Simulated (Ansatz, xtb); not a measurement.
## Two isomers of C5H6ClNS

Structure X: `C/C(C#N)=C(\S)CCl`, a singlet. Structure Y: `C/C(C#N)=C(/S)CCl`, a singlet. Both are isolated molecules in the gas phase, relaxed with PBE-D3(BJ)/def2-SVP, each in the lowest conformer that the search found.

X (Å):

```xyz
14

C    -0.8955    2.0328   -0.7777
C     0.1833    2.1241   -1.8278
C     1.0460    3.2640   -1.7783
C     0.3949    1.1620   -2.7872
C     1.5250    1.2579   -3.7734
Cl    0.9843    0.9973   -5.4857
N     1.7320    4.2175   -1.7073
S    -0.5879   -0.3013   -2.7986
H    -0.5192    1.5397    0.1440
H    -1.7504    1.4358   -1.1557
H    -1.2567    3.0391   -0.4914
H    -0.3101   -0.5801   -4.1096
H     2.2902    0.4820   -3.5740
H     1.9969    2.2570   -3.7316
```

Y (Å):

| atom | x (Å) | y (Å) | z (Å) |
| --- | --- | --- | --- |
| C | -0.9441 | -0.7273 | -1.5327 |
| C | -1.2215 | 0.4058 | -2.4988 |
| C | -0.6914 | 0.3021 | -3.8180 |
| C | -1.9516 | 1.5230 | -2.1592 |
| C | -2.5475 | 1.6801 | -0.7870 |
| Cl | -1.3155 | 2.2494 | 0.4189 |
| N | -0.2630 | 0.2286 | -4.9128 |
| S | -2.2718 | 2.9017 | -3.2009 |
| H | -0.7802 | -0.3438 | -0.5072 |
| H | -1.7821 | -1.4570 | -1.5086 |
| H | -0.0371 | -1.2823 | -1.8380 |
| H | -1.5722 | 2.4479 | -4.2836 |
| H | -2.9412 | 0.7182 | -0.4099 |
| H | -3.3653 | 2.4246 | -0.7816 |

Quicker runs give these differences E(Y) − E(X): GFN2-xTB +0.55 kcal/mol; HF/STO-3G +1.66 kcal/mol (at GFN2-xTB geometries); r2SCAN-D4/def2-SVP +2.38 kcal/mol (at GFN2-xTB geometries).

Q: Estimate E(Y) − E(X) at the level CCSD(T)/def2-SVP + ΔMP2/def2-TZVPP.

A: Calculated at CCSD(T)/def2-SVP + ΔMP2/def2-TZVPP: E(Y) − E(X) = +1.54 kcal/mol, so structure X lies lower.

How the difference moves with the method:

```tsv
level	geometry	E(Y) − E(X) (kcal/mol)	departure from the last row (kcal/mol)	job, with rough time for the two
GFN2-xTB	GFN2-xTB	+0.55	−0.99	optimisation, 0.39 s
HF/STO-3G	GFN2-xTB	+1.66	+0.12	single point, 0.68 s
r2SCAN-D4/def2-SVP	GFN2-xTB	+2.38	+0.85	single point, 8.7 s
PBE-D3(BJ)/def2-SVP	PBE-D3(BJ)/def2-SVP	+2.31	+0.78	optimisation, 81 s
HF/def2-SVP	PBE-D3(BJ)/def2-SVP	+1.94	+0.40	part of the CCSD(T) run
MP2/def2-SVP	PBE-D3(BJ)/def2-SVP	+1.75	+0.21	part of the CCSD(T) run
CCSD(T)/def2-SVP	PBE-D3(BJ)/def2-SVP	+1.71	+0.17	single point
CCSD(T)/def2-SVP + ΔMP2/def2-TZVPP	PBE-D3(BJ)/def2-SVP	+1.54		single point, 3.2 min
```

As drawn, both hold the same kinds of bond in the same numbers.

The levels shown agree on the order. The largest departure from CCSD(T)/def2-SVP + ΔMP2/def2-TZVPP is that of GFN2-xTB, 0.99 kcal/mol. The last row adds to CCSD(T) the change of the MP2 difference between the two basis sets, here −0.17 kcal/mol.

With thermal terms from frequencies at re-optimised GFN2-xTB minima (ideal gas, soft modes damped towards free rotors, one conformer each, 298.15 K, 1 atm): on the last row, ΔE + ΔZPE = +1.69, ΔH = +1.58, ΔG = +1.92 kcal/mol.

The correlated steps freeze 16 core orbitals. Run with Ansatz 0.2.0, xtb 6.7.1; the last row on 2 threads of Arm Neoverse V2 on a shared host.
